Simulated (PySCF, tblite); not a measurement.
Isomers of C4H5F2OS (doublet state), one GFN2-xTB conformer each. Single-point energies are computed at B3LYP/pcH-1 (PySCF, gas phase, no added dispersion term), electronic only. GFN2-xTB treats the open shell by occupation alone, and not every SCF solution was tested for stability.

```tsv
SMILES	GFN2-xTB relative energy (kJ/mol)
FC(F)O[C@@H]1[CH]CS1	62.1
FC(F)O[C@@H]1C[CH]S1	23.9
FC(F)O[C]1CCS1	0.0
F[C](F)O[C@H]1CCS1	38.9
```

Conformers: `[F:1][CH:2]([F:3])[O:4][C@@H:5]1[CH:6][CH2:7][S:8]1` (doublet state) with F1–C2–O4–C5 71°, C2–O4–C5–C6 174°, O4–C5–C6–C7 -129°, C5–C6–C7–S8 9°, C6–C7–S8–C5 -7°, O4–C5–S8–C7 125°; `[F:1][CH:2]([F:3])[O:4][C@@H:5]1[CH2:6][CH:7][S:8]1` (doublet state) with F1–C2–O4–C5 70°, C2–O4–C5–C6 172°, O4–C5–C6–C7 -127°, C5–C6–C7–S8 10°, C6–C7–S8–C5 -9°, O4–C5–S8–C7 124°; `[F:1][CH:2]([F:3])[O:4][C:5]1[CH2:6][CH2:7][S:8]1` (doublet state) with F1–C2–O4–C5 -161°, C2–O4–C5–C6 172°, O4–C5–C6–C7 -148°, C5–C6–C7–S8 10°, C6–C7–S8–C5 -9°, O4–C5–S8–C7 144°; `[F:1][C:2]([F:3])[O:4][C@H:5]1[CH2:6][CH2:7][S:8]1` (doublet state) with F1–C2–O4–C5 -49°, C2–O4–C5–C6 168°, O4–C5–C6–C7 107°, C5–C6–C7–S8 9°, C6–C7–S8–C5 -7°, O4–C5–S8–C7 -106°.

**Question.** What does B3LYP/pcH-1 give for the same structures?

**Answer.** 
```tsv
SMILES	B3LYP/pcH-1 E (Eh)	B3LYP/pcH-1 (kJ/mol)	GFN2-xTB (kJ/mol)	point group
FC(F)O[C]1CCS1	-828.48042	0.0	0.0	C1
FC(F)O[C@@H]1C[CH]S1	-828.47911	3.4	23.9	C1
FC(F)O[C@@H]1[CH]CS1	-828.47081	25.2	62.1	C1
F[C](F)O[C@H]1CCS1	-828.46603	37.8	38.9	C1
```

Both levels put the same isomer lowest; measured from each level's own lowest isomer, the values differ by up to 36.9 kJ/mol (FC(F)O[C@@H]1[CH]CS1: 62.1 against 25.2). Neighbours under 21 kJ/mol apart (FC(F)O[C]1CCS1 and FC(F)O[C@@H]1C[CH]S1; FC(F)O[C@@H]1[CH]CS1 and F[C](F)O[C@H]1CCS1) can change places with a better method, another conformer or zero-point energy.

**Question.** What happens when harmonic zero-point energies from GFN2-xTB frequencies are added?

**Answer.** 
| SMILES | ZPE (kJ/mol) | electronic (kJ/mol) | with ZPE (kJ/mol) |
| --- | --- | --- | --- |
| FC(F)O[C]1CCS1 | 225.3 | 0.0 | 0.0 |
| FC(F)O[C@@H]1C[CH]S1 | 222.7 | 3.4 | 0.8 |
| FC(F)O[C@@H]1[CH]CS1 | 218.6 | 25.2 | 18.5 |
| F[C](F)O[C@H]1CCS1 | 223.4 | 37.8 | 35.8 |

The zero-point energies span 6.7 kJ/mol. The order is unchanged.

**Question.** As an exercise, what shares would exp(−E/RT) give at 298.15 K from these electronic energies alone (no entropy, no degeneracies)?

**Answer.** RT = 2.479 kJ/mol: FC(F)O[C]1CCS1 80.0 %, FC(F)O[C@@H]1C[CH]S1 20.0 %, FC(F)O[C@@H]1[CH]CS1 under 0.1 %, F[C](F)O[C@H]1CCS1 under 0.1 %.
